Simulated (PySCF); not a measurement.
Computed shifts of a molecule C4H10BN, PBE/pcSseg-1 in PySCF, GIAO, gas phase, equivalent atoms averaged, in ppm (number of nuclei): ¹³C: 162.4 (1), 126.7 (1), 29.5 (1), 6.7 (1). ¹⁵N: 113.5 (1). ¹H: 5.72 (2), 4.15 (1), 3.88 (1), 2.19 (3), 0.72 (3). References: ¹³C against TMS (σ = 182.0 ppm); ¹¹B against BF3 (σ = 83.9 ppm); ¹⁵N against NH3 (σ = 267.0 ppm); ¹H against TMS (σ = 31.49 ppm), references at their B3LYP-D3(BJ)/def2-TZVP geometries, non-relativistic. The structure is a stationary point at TPSSh-D3(BJ)/def2-SVP. One conformer was computed; it need not be the lowest.

Which molecule gave these data?
(A) C=CBN(C)C
(B) NB1CCCC1
(C) C=C(C)B(C)N
(D) CBC.CC#N

C, C=C(C)B(C)N
